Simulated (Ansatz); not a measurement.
CH$_{3}$ClGa, charge +1, singlet, geometry from GFN2-xTB (such geometries of metal compounds can be far from the true shape); R2SCAN/def2-SVP (Ansatz, a program for electronic structure).

The Ansatz input:
Ansatz 0.2 input:
```yaml
crystal:
  periodic: [false, false, false]
  atoms:
    - {symbol: Ga, position_ang: [-0.02949605, 0.21092034, -0.17180108]}
    - {symbol: C, position_ang: [-0.25182895, 1.80077869, -1.46678940]}
    - {symbol: H, position_ang: [-1.09263920, 2.40726386, -1.11189005]}
    - {symbol: H, position_ang: [-0.45232670, 1.39490913, -2.46469233]}
    - {symbol: H, position_ang: [0.68104669, 2.37554123, -1.45535510]}
    - {symbol: Cl, position_ang: [0.19348649, -1.38358335, 1.12697102]}
basis:
  gaussian:
    orbitals: def2-SVP
hamiltonian:
  xc: r2scan
total_charge: 1
```

What the program printed (banner, timings and long lists left out):

```
Functional definition: r2SCAN
882 factors; their error is unknown
mean field evaluation 1: about -65954.1509 eV, gradient 7.2e1 eV
mean field evaluation 2: about -65919.0154 eV, gradient 1.2e2 eV
mean field evaluation 4: about -65966.9465 eV, gradient 9.4e0 eV
mean field evaluation 8: about -65967.1223 eV, gradient 2.3e-1 eV
mean field evaluation 16: about -65967.0790 eV, gradient 3.1e-5 eV
mean field -65967.07904126 eV, -2424.2454406742 hartree, gradient 3.1e-5 eV, S^2 0.000000; 0 other end points of the search recorded, 0 dependent functions left out
reference -65967.07905099 eV, -2424.2454410317 hartree; 28, 28 occupied and 51, 51 virtual orbitals, 882 factors
Total energy: -65967.07905099 eV, -2424.2454410317 hartree
```
